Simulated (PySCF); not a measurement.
Ge(Cl)(OH)2(OMe) (CH5ClGeO3), SMILES [Cl][Ge]([OH])([OH])[O]C. Atoms are numbered in the order given.

```xyz
11

C      2.3803    -0.6085    -0.4950
O      1.0409    -0.9094    -0.8716
Ge    -0.3237    -0.1997     0.0270
O     -0.5427    -0.8215     1.6749
O     -1.7708    -0.6053    -0.9156
Cl     0.0338     1.9195     0.2620
H      2.6517    -1.0695     0.4814
H      3.0503    -1.0249    -1.2745
H      2.5610     0.4874    -0.4261
H     -1.0333    -1.6656     1.6340
H     -1.5456    -0.6269    -1.8661
```

Geometry: PBE-D3(BJ)/def2-SVP. The values are those of a single conformer.

These are B3LYP/pcSseg-1 (PySCF) values and carry that method's errors.

GIAO shieldings, no solvent; atoms listed in one row are averaged. δ = σ(ref) − σ: ¹³C against TMS (σ = 181.3 ppm); ¹⁷O against H2O (σ = 333.8 ppm); ⁷³Ge against GeH4 (σ = 1631.8 ppm); ³⁵Cl against HCl (σ = 933.3 ppm); ¹H against TMS (σ = 31.68 ppm), references at their B3LYP-D3(BJ)/def2-TZVP geometries, non-relativistic (without spin–orbit terms, shifts of atoms bonded to Cl or Br come out too high).

```json
[
 {"nucleus": "¹³C", "atoms": "C1", "count": "1", "δ (ppm)": "59.9"},
 {"nucleus": "¹⁷O", "atoms": "O2", "count": "1", "δ (ppm)": "87.7"},
 {"nucleus": "¹⁷O", "atoms": "O5", "count": "1", "δ (ppm)": "78.3"},
 {"nucleus": "¹⁷O", "atoms": "O4", "count": "1", "δ (ppm)": "74.1"},
 {"nucleus": "⁷³Ge", "atoms": "Ge3", "count": "1", "δ (ppm)": "360.2"},
 {"nucleus": "³⁵Cl", "atoms": "Cl6", "count": "1", "δ (ppm)": "44.4"},
 {"nucleus": "¹H", "atoms": "H7, H8, H9", "count": "3", "δ (ppm)": "4.34"},
 {"nucleus": "¹H", "atoms": "H11", "count": "1", "δ (ppm)": "2.56"},
 {"nucleus": "¹H", "atoms": "H10", "count": "1", "δ (ppm)": "2.30"}
]
```
